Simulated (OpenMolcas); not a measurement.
Ti3+ among 6 point charges of -1.3 e arranged as an octahedron (Oh), 2.07 Å from the ion.
```
   2.0700    0.0000    0.0000  -1.30
   0.0000    2.0700    0.0000  -1.30
  -2.0700    0.0000    0.0000  -1.30
   0.0000   -2.0700    0.0000  -1.30
   0.0000    0.0000    2.0700  -1.30
   0.0000    0.0000   -2.0700  -1.30
```

```json
{
 "Program": "OpenMolcas",
 "Method": "SS-CASPT2, IPEA 0.25 Eh, imaginary shift 0.1 Eh (closed shells correlated: 3s 3p)",
 "Basis": "ANO-RCC-VTZP [6s5p3d2f1g]",
 "Scalar Hamiltonian": "DKH2, point nucleus",
 "Active space": "1 electron in 5 orbitals (3d)",
 "State averaging": "2S+1 = 2 even, 5 roots",
 "Spin-orbit coupling": "RASSI with atomic mean-field integrals over the reference wave functions"
}
```

Question: What is the spin-free ground state (labels of O, the rotations of Oh)?

Answer: 2T2, 3-fold in its orbital part, 100 % from free-ion D terms; it has the highest spin that d1 allows.

Question: Where is the first state of the same spin?

Answer: 2E at 4180 cm-1 above the ground state.

Question: What are the lowest two levels with spin-orbit coupling?

Answer: A 4-fold level Γ8, then a 2-fold level Γ7 230 cm-1 above it. Their leading multiplicities are 2 (100 %) and 2 (100 %).

Question: What is χT at 300 K, and how does it compare with the textbook value?

Answer: The lowest level has 2S+1 = 2, for which the spin-only value is χT = S(S+1) / 2 = 0.375 cm3 K/mol (g = 2). The computed 0.469 at 300 K differs by +0.094, through orbital momentum, spin-orbit coupling and any other state in reach. With a threefold ground state the orbital momentum is unquenched, so the spin-only value is not expected to hold.

Question: Which ligand-field parameters describe the states?

Answer: The gap between the two states is 10Dq = 4183 cm-1. 

Roots that are degenerate in the reference are averaged as groups; the widest CASPT2 spread within a group is 16 cm-1 (the 2-fold group of multiplicity 2 near 4180 cm-1 above the lowest state of its run). Shifts and gaps below about the spread of the groups concerned are not significant. An orbital triplet at a regular site is open to Jahn-Teller coupling, which can distort the site and quench the lowest spin-orbit gaps and is left out. This field is weak: 10Dq is about 4183 cm-1, while octahedral complexes of 3d ions of charge 3 and more, computed by the same method with explicit ligands, had a median near 15000 cm-1. Ground spin and moment need not be those of a real site. The ground term spreads over less than 5000 cm-1, several times less than with real ligands, so orbital moments are less quenched and χT lies further from the spin-only value than at real sites. Free-ion shares, where given, are those of the reference states; single-state CASPT2 does not remix them. Point charges carry no covalency, so the field is a model and not that of real ligands. No measured value stands beside these numbers.
